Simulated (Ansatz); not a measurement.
Harmonic frequencies (cm⁻¹) at PBE0-D4/def2-TZVP from Ansatz: 6, 15, 107, 154, 199, 281, 489, 541, 627, 654, 692, 824, 880, 991, 1187, 1215, 1332, 1437, 1440, 2509, 3034, 3109, 3130, 3831.

Each molecule was computed in one conformer, which needn't be the lowest.

Question: Which molecule is it?
A. `C[BH][Al]([OH])[F]`
B. `[CH3][Al]([F])[BH]O`
C. `C#CC(C)F`
D. `B[SiH]([SiH3])Cl`

Answer: B.
